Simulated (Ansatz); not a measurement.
H$_{5}$InSi, SMILES `[SiH3][InH2]`, 7 atoms. The species carries charge 0 and has multiplicity 1. Correlated methods include outer-core shells of In, which these sets cover unevenly. In takes the def2 core potential. All runs use 2 threads of a server CPU on a shared host. Correlated methods freeze the cores. Open-shell runs search over several starts.

Question: How many basis functions does each run have, and how long does it take in Ansatz? RKS ωB97M-V/def2-SVP energy; RKS PBE0-D4/def2-TZVP frequencies; RHF-CCSD(T)/def2-TZVPP energy; UHF-MP2/def2-QZVPP energy of the cation; UKS ωB97M-V/def2-TZVPP energy of the cation; RKS PBE-QIDH (frozen core)/def2-TZVPP energy; UKS B3LYP-D4/def2-TZVPP energy of the cation; RKS PBE0-D4/def2-SVP energy; RKS B3LYP-D4/def2-TZVPP energy and forces; UKS PBE-D4/def2-TZVPP energy of the cation; RKS PBE0-D4/def2-TZVP relaxation (7 steps); RKS revPBE-D4/def2-TZVPP energy. (Best estimate.)

Answer: Computed: Other jobs shared the machine, so times are rough.

| level | job | functions | wall time | peak host memory (GiB) |
| --- | --- | --- | --- | --- |
| RKS PBE0-D4/def2-SVP | energy | 69 | 0.85 s | 0.14 |
| RKS revPBE-D4/def2-TZVPP | energy | 162 | 1.1 s | 0.18 |
| RKS B3LYP-D4/def2-TZVPP | energy and forces | 162 | 2.1 s | 0.33 |
| RKS PBE-QIDH (frozen core)/def2-TZVPP | energy | 162 | 2.8 s | 0.3 |
| RKS ωB97M-V/def2-SVP | energy | 69 | 2.9 s | 0.21 |
| UKS PBE-D4/def2-TZVPP | energy of the cation | 162 | 3.3 s | 0.24 |
| UKS B3LYP-D4/def2-TZVPP | energy of the cation | 162 | 4.2 s | 0.42 |
| RKS PBE0-D4/def2-TZVP | relaxation (7 steps) | 117 | 11 s | 0.23 |
| UKS ωB97M-V/def2-TZVPP | energy of the cation | 162 | 14 s | 0.62 |
| RHF-CCSD(T)/def2-TZVPP | energy | 162 | 17 s | 1.3 |
| UHF-MP2/def2-QZVPP | energy of the cation | 302 | 18 s | 1 |
| RKS PBE0-D4/def2-TZVP | frequencies | 117 | 37 s | 0.23 |

B3LYP here is the variant with VWN-RPA as its local correlation; programs differ in this.
